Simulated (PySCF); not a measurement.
## Calculated data, FH$_{4}$OSi$_{2}$, ClF$_{2}$Si, BFH$_{4}$Si$_{2}$, ClFSi and others

Computed with PySCF 2.14.0. Calculation on a computer-drawn molecule: the log of a Hartree-Fock and frozen-core CCSD(T) single point meant for a local Hartree-Fock minimum, with one planted fault or none, to be diagnosed. Offsets are logged minus clean, where the clean run is the same molecule without the fault. The reference is restricted for singlets and unrestricted otherwise, and also for a bond in bohr or an excited solution. Adding or removing an electron swaps singlet and doublet. The excited solution moves the top pair (singlet) or top alpha electron (doublet) to the lowest empty orbital. Highest occupied and lowest empty are orbital energies over both spins, largest force is the largest gradient component, triples share is (T) over the correlation energy, the T1 limit is 0.02 restricted and 0.045 unrestricted, electrons count all cores, a negative frequency is imaginary (commonest isotopes), and the dipole is about the centre of nuclear charge.

Common to all runs: meant charge 0; meant basis cc-pV(D+d)Z; logged SCF converged yes; logged CC converged yes; logged SCF stable within its kind yes; possible faults no fault, one electron removed, one electron added, multiplicity raised by two, geometry at a saddle point, SCF held on an excited solution, minimal basis STO-3G, one bond length entered in bohr, all coordinates scaled.

```json
{"entry": 1, "formula": "FH4OSi2", "logged_structure": {"atoms_angstrom": [["F", 0.0637, 0.2887, 1.951], ["Si", 1.2716, -0.4918, 1.3474], ["O", 1.4242, -0.0658, -0.152], ["Si", 0.8757, 0.6059, -1.4883], ["H", 2.4314, -0.1033, 2.0803], ["H", -0.449, 0.1531, -1.7466], ["H", 1.7318, 0.2221, -2.5561], ["H", 0.879, 2.0218, -1.3493]]}, "given": {"meant_multiplicity": 2, "logged_electrons": 49, "logged_basis_functions": 94, "logged_spin_squared": 0.7531, "logged_highest_occupied [eV]": -9.3666, "logged_lowest_empty [eV]": 1.9325, "logged_largest_force [hartree/bohr]": 0.040332, "logged_T1_diagnostic": 0.013117, "logged_D1_diagnostic": 0.051245, "logged_triples_share": 0.018361, "logged_dipole_magnitude [debye]": 1.1609, "logged_energy_HF [hartree]": -754.60217, "logged_energy_CCSD(T) [hartree]": -755.19107, "drawn_bonds_atom": [1, 2, 3, 2, 4, 4, 4], "drawn_bonds_other_atom": [2, 3, 4, 5, 6, 7, 8], "drawn_bonds_order": [1, 1, 1, 1, 1, 1, 1]}, "results": {"planted_fault": "all coordinates scaled, by -3.6 %", "HF_energy_offset_from_clean_run [kcal/mol]": 7.612, "CCSD(T)_energy_offset_from_clean_run [kcal/mol]": 11.0}}
{"entry": 2, "formula": "ClF2Si", "logged_structure": {"atoms_angstrom": [["F", -2.3945, 0.634, 1.3353], ["Si", -1.0498, -0.2261, 1.3477], ["F", -1.0857, -1.1443, 0.0424], ["Cl", 0.5436, 1.0391, 1.2207]]}, "given": {"meant_multiplicity": 2, "logged_electrons": 49, "logged_basis_functions": 74, "logged_spin_squared": 0.7535, "logged_highest_occupied [eV]": -11.111, "logged_lowest_empty [eV]": 0.56444, "logged_largest_force [hartree/bohr]": 6.5174e-06, "logged_lowest_frequency [cm^-1]": 226.56, "logged_T1_diagnostic": 0.013702, "logged_D1_diagnostic": 0.054522, "logged_triples_share": 0.018806, "logged_dipole_magnitude [debye]": 1.6282, "logged_energy_HF [hartree]": -947.4571, "logged_energy_CCSD(T) [hartree]": -948.06948, "drawn_bonds_atom": [1, 2, 2], "drawn_bonds_other_atom": [2, 3, 4], "drawn_bonds_order": [1, 1, 1]}, "results": {"planted_fault": "no fault", "HF_energy_offset_from_clean_run [kcal/mol]": 0.0, "CCSD(T)_energy_offset_from_clean_run [kcal/mol]": 0.0}}
{"entry": 3, "formula": "BFH4Si2", "logged_structure": {"atoms_angstrom": [["F", -0.385, 1.9464, -2.0337], ["Si", -1.3858, 1.39, -0.8549], ["B", -0.3529, -0.3662, -0.543], ["Si", 1.1904, -0.6544, 0.7682], ["H", -0.6809, -1.3419, -1.1703], ["H", 2.3701, -1.1843, 0.0403], ["H", 0.7678, -1.6491, 1.7885], ["H", 1.9648, 1.6825, 2.1129]]}, "given": {"meant_multiplicity": 1, "logged_electrons": 46, "logged_basis_functions": 94, "logged_spin_squared": 1.0817, "logged_highest_occupied [eV]": -8.895, "logged_lowest_empty [eV]": 0.60829, "logged_largest_force [hartree/bohr]": 0.0098366, "logged_T1_diagnostic": 0.067316, "logged_D1_diagnostic": 0.23542, "logged_triples_share": 0.030494, "logged_dipole_magnitude [debye]": 1.7542, "logged_energy_HF [hartree]": -704.17955, "logged_energy_CCSD(T) [hartree]": -704.68038, "drawn_bonds_atom": [1, 2, 3, 3, 4, 4, 4], "drawn_bonds_other_atom": [2, 3, 4, 5, 6, 7, 8], "drawn_bonds_order": [1, 1, 1, 1, 1, 1, 1]}, "results": {"planted_fault": "one bond length entered in bohr, row 7 of the drawn bonds", "HF_energy_offset_from_clean_run [kcal/mol]": 69.03, "CCSD(T)_energy_offset_from_clean_run [kcal/mol]": 75.89}, "notes": ["T1 above single-reference limit"]}
{"entry": 4, "formula": "BFH4Si2", "logged_structure": {"atoms_angstrom": [["F", -0.385, 1.9464, -2.0337], ["Si", -1.3858, 1.39, -0.8549], ["B", -0.3529, -0.3662, -0.543], ["Si", 1.1904, -0.6544, 0.7682], ["H", -0.6809, -1.3419, -1.1703], ["H", 2.3701, -1.1843, 0.0403], ["H", 0.7678, -1.6491, 1.7885], ["H", 1.6002, 0.5822, 1.4798]]}, "given": {"meant_multiplicity": 1, "logged_electrons": 46, "logged_basis_functions": 94, "logged_spin_squared": 2.0423, "logged_highest_occupied [eV]": -7.488, "logged_lowest_empty [eV]": -0.60063, "logged_largest_force [hartree/bohr]": 0.033792, "logged_T1_diagnostic": 0.025485, "logged_D1_diagnostic": 0.1076, "logged_triples_share": 0.027835, "logged_dipole_magnitude [debye]": 3.8668, "logged_energy_HF [hartree]": -704.23637, "logged_energy_CCSD(T) [hartree]": -704.74479, "drawn_bonds_atom": [1, 2, 3, 3, 4, 4, 4], "drawn_bonds_other_atom": [2, 3, 4, 5, 6, 7, 8], "drawn_bonds_order": [1, 1, 1, 1, 1, 1, 1]}, "results": {"planted_fault": "multiplicity raised by two", "HF_energy_offset_from_clean_run [kcal/mol]": 33.37, "CCSD(T)_energy_offset_from_clean_run [kcal/mol]": 35.47}}
{"entry": 5, "formula": "ClFSi", "logged_structure": {"atoms_angstrom": [["F", 0.9557, 0.1808, -2.0827], ["Si", 2.0741, 1.3465, -2.1121], ["Cl", 1.2934, 2.6282, -0.6573]]}, "given": {"meant_multiplicity": 1, "logged_electrons": 39, "logged_basis_functions": 60, "logged_spin_squared": 0.7705, "logged_highest_occupied [eV]": -19.527, "logged_lowest_empty [eV]": -8.9444, "logged_largest_force [hartree/bohr]": 0.064882, "logged_T1_diagnostic": 0.023896, "logged_D1_diagnostic": 0.0842, "logged_triples_share": 0.027896, "logged_dipole_magnitude [debye]": 4.8131, "logged_energy_HF [hartree]": -847.59983, "logged_energy_CCSD(T) [hartree]": -848.01813, "drawn_bonds_atom": [1, 2], "drawn_bonds_other_atom": [2, 3], "drawn_bonds_order": [1, 1]}, "results": {"planted_fault": "one electron removed", "HF_energy_offset_from_clean_run [kcal/mol]": 225.4, "CCSD(T)_energy_offset_from_clean_run [kcal/mol]": 237.0}}
{"entry": 6, "formula": "FH3OSi2", "logged_structure": {"atoms_angstrom": [["F", -1.0607, 1.5655, 0.8134], ["Si", 0.3975, 2.0732, 0.2804], ["O", 1.2645, 0.701, 0.4595], ["Si", 1.271, -0.8952, 0.9309], ["H", 2.6338, -1.4198, 0.7286], ["H", 0.3119, -1.6589, 0.1096], ["H", 0.9016, -0.993, 2.3562]]}, "given": {"meant_multiplicity": 1, "logged_electrons": 47, "logged_basis_functions": 89, "logged_spin_squared": 0.7557, "logged_highest_occupied [eV]": -17.125, "logged_lowest_empty [eV]": -8.4487, "logged_largest_force [hartree/bohr]": 0.10208, "logged_T1_diagnostic": 0.021213, "logged_D1_diagnostic": 0.078625, "logged_triples_share": 0.024357, "logged_dipole_magnitude [debye]": 6.0185, "logged_energy_HF [hartree]": -753.70014, "logged_energy_CCSD(T) [hartree]": -754.27296, "drawn_bonds_atom": [1, 2, 3, 4, 4, 4], "drawn_bonds_other_atom": [2, 3, 4, 5, 6, 7], "drawn_bonds_order": [1, 1, 1, 1, 1, 1]}, "results": {"planted_fault": "one electron removed", "HF_energy_offset_from_clean_run [kcal/mol]": 216.5, "CCSD(T)_energy_offset_from_clean_run [kcal/mol]": 231.7}}
{"entry": 7, "formula": "FH3OSi2", "logged_structure": {"atoms_angstrom": [["F", -1.0607, 1.5655, 0.8134], ["Si", 0.3975, 2.0732, 0.2804], ["O", 1.2645, 0.701, 0.4595], ["Si", 1.271, -0.8952, 0.9309], ["H", 2.6338, -1.4198, 0.7286], ["H", 0.3119, -1.6589, 0.1096], ["H", 0.9016, -0.993, 2.3562]]}, "given": {"meant_multiplicity": 1, "logged_electrons": 48, "logged_basis_functions": 31, "logged_spin_squared": 0.0, "logged_highest_occupied [eV]": -6.5116, "logged_lowest_empty [eV]": 7.2841, "logged_largest_force [hartree/bohr]": 0.025598, "logged_T1_diagnostic": 0.020049, "logged_D1_diagnostic": 0.085324, "logged_triples_share": 0.058742, "logged_dipole_magnitude [debye]": 0.51589, "logged_energy_HF [hartree]": -744.87255, "logged_energy_CCSD(T) [hartree]": -745.0433, "drawn_bonds_atom": [1, 2, 3, 4, 4, 4], "drawn_bonds_other_atom": [2, 3, 4, 5, 6, 7], "drawn_bonds_order": [1, 1, 1, 1, 1, 1]}, "results": {"planted_fault": "minimal basis STO-3G", "HF_energy_offset_from_clean_run [kcal/mol]": 5756, "CCSD(T)_energy_offset_from_clean_run [kcal/mol]": 6023}, "notes": ["T1 above single-reference limit"]}
{"entry": 8, "formula": "F2H2Si2", "logged_structure": {"atoms_angstrom": [["F", -2.2369, -2.5196, -3.1238], ["Si", -2.106, -1.3989, -4.3117], ["Si", -1.2809, 0.3284, -2.799], ["F", -1.0101, 1.6941, -3.6419], ["H", -0.0002, -0.0576, -2.1647], ["H", -3.1392, 0.9413, -0.7998]]}, "given": {"meant_multiplicity": 1, "logged_electrons": 48, "logged_basis_functions": 84, "logged_spin_squared": 1.2035, "logged_highest_occupied [eV]": -8.8568, "logged_lowest_empty [eV]": 0.35839, "logged_largest_force [hartree/bohr]": 0.011199, "logged_T1_diagnostic": 0.051464, "logged_D1_diagnostic": 0.20757, "logged_triples_share": 0.025479, "logged_dipole_magnitude [debye]": 0.78447, "logged_energy_HF [hartree]": -777.87169, "logged_energy_CCSD(T) [hartree]": -778.44817, "drawn_bonds_atom": [1, 2, 3, 3, 3], "drawn_bonds_other_atom": [2, 3, 4, 5, 6], "drawn_bonds_order": [1, 1, 1, 1, 1]}, "results": {"planted_fault": "one bond length entered in bohr, row 5 of the drawn bonds", "HF_energy_offset_from_clean_run [kcal/mol]": 63.12, "CCSD(T)_energy_offset_from_clean_run [kcal/mol]": 73.4}, "notes": ["T1 above single-reference limit"]}
```
